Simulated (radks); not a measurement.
The mean radii <r> (bohr) of the occupied orbitals of an atom or ion are listed with their occupations. Method: scalar-relativistic Kohn-Sham, SCAN, spin-polarised, spherical densities, finite nucleus; meta-GGA in the generalised Kohn-Sham scheme; Fermi nuclear charge, rms radius of each element as measured or else 0.836 A^(1/3) + 0.57 fm; computed with a radial shooting solver on a logarithmic mesh with Libxc functionals.

orbital  occ.      <r>
1s up       1  0.01774
1s down     1  0.01774
2s up       1  0.07487
2s down     1  0.07487
2p up       3  0.06727
2p down     3  0.06727
3s up       1   0.1937
3s down     1   0.1937
3p up       3   0.1944
3p down     3   0.1944
3d up       5   0.1763
3d down     5   0.1763
4s up       1   0.4316
4s down     1   0.4316
4p up       3   0.4590
4p down     3   0.4589
4d up       5   0.4890
4d down     5   0.4886
5s up       1    1.006
5s down     1   0.9976
4f up       7   0.5566
5p up       3    1.153
4f down     7   0.5525
5p down     3    1.141
5d up       4    1.524

Name the element and its charge. Open shells, if any, are filled with parallel spins first.

Answer. Z = 76, osmium, charge +4: Os4+ in [Xe] 4f14 5d4. The 1s radius gives Z: for a bare nucleus <r> = (2 gamma + 1)/(2Z) with gamma = sqrt(1 - (Z/c)^2), 0.01753 bohr for Z = 76, and screening makes it slightly larger (0.01774 here). The occupations add up to 72, and the charge is Z minus that.
